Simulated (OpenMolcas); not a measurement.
V3+ with 4 ligands (chloride) in tetrahedral coordination (Td). A charge of +0.25 e stands 2.6 Å behind each ligand. Ligand basis ANO-RCC-VDZP.

| Item | Value |
| --- | --- |
| Program | OpenMolcas 26.06 |
| Method | CASSCF |
| Basis | ANO-RCC-VDZP [5s4p2d1f] |
| Scalar Hamiltonian | DKH2, point nucleus |
| Active space | 2 electrons in 5 orbitals (3d) |
| State averaging | 2S+1 = 3 even, 10 roots; 2S+1 = 1 even, 15 roots |
| Spin-orbit coupling | state interaction with AMFI integrals over the reference wave functions |

All ligands move together. At R = 2.27 Å the first state of the same spin is 5504 cm-1, and at R = 2.34 Å it is 4889 cm-1.

Problem. A third run gives 5898 cm-1. What distance was it run at?

Solution. With a power law R^-n the two known points give n = -ln(4889 / 5504) / ln(2.34 / 2.27) = 3.90. Then R = 2.27 × (5504 / 5898)^(1/3.90) = 2.230 Å. The run was at 2.23 Å, so the estimate is off by 0 Å.

Without dynamic correlation the repulsion within the d shell is too large (B by tens of per cent), so at a given field states of lower spin stand too high. Ligand-to-metal charge-transfer states are missing. With no ligand orbital active B as a rule stays too high, so bands that hang on it stand too high and its fall with covalency is understated. With metal d orbitals alone and no dynamic correlation the field as a rule comes out too small, by tens of per cent, by up to half for chloride and softer ligands. No measured value stands beside these numbers; the geometry is a model, was not optimised and need not be the one that this ion takes.
